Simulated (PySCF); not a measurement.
H₄P₂. Atoms are numbered in the order given.

```xyz
6

P     -1.1171     0.1331     0.0000
P      1.1171    -0.1331     0.0000
H     -1.3103    -0.8509     1.0247
H     -1.3103    -0.8509    -1.0247
H      1.3103     0.8509     1.0247
H      1.3103     0.8509    -1.0247
```
Charge 0, spin multiplicity 1.

Coordinates come from a PBE-D3(BJ)/def2-TZVP optimisation.

Calculation: PBE-D3(BJ)/def2-TZVP (PySCF).

Frequencies are harmonic and unscaled.

**Question.** List the normal modes with their intensities. (An estimate is asked for; the answer gives what the named calculation found.)

**Answer.** 
```csv
mode,ν (cm⁻¹),IR (km/mol),moving atoms (share of kinetic energy)
1,92,5.5,H 97 %
2,426,0.0,P 96 %
3,606,7.2,H 100 %
4,613,8.9,H 94 %
5,837,0.0,"H 90 %, P 10 %"
6,887,0.0,H 95 %
7,1050,0.0,H 98 %
8,1058,14.1,H 97 %
9,2303,0.0,H 97 %
10,2312,65.7,H 97 %
11,2312,0.7,H 97 %
12,2325,85.4,H 97 %
```
